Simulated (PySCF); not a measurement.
## Low-lying terms of Se⁶⁺ (selenium, charge +6)

Ground state [Ar] 3d10, ¹S. Computed with PySCF 2.14 in def2-TZVPPD with one added diffuse shell each of s, p, d type (8s7p6d1f, 66 functions), with the non-relativistic Hamiltonian (point nucleus). Vertical excitation energies in eV without spin-orbit coupling; excited terms of each kind are numbered among those the solver found.

```
 term  leading excitation  TDA-TPSSh  TD-TPSSh
 1 3D              3d → s     53.332    53.321
 1 1D              3d → s     54.016    54.013
1 3P°              3d → p     67.337    67.323
1 3F°              3d → p     67.520    67.512
1 1F°              3d → p     67.996    67.996
1 1D°              3d → p     68.184    68.184
1 3D°              3d → p     68.184    68.184
1 1P°              3d → p     69.317    69.279
 1 3S              3d → d     89.251    89.225
 1 3G              3d → d     89.975    89.970
 1 1G              3d → d     90.257    90.256
```

Where a singlet and its triplet coincide, the exchange integral that splits them vanishes by symmetry for a single excitation; correlation beyond this level separates them.

Oscillator strength of the first ¹S → ¹P° line: TDA-TPSSh 0.553, TD-TPSSh 0.532.

The solver can miss terms.
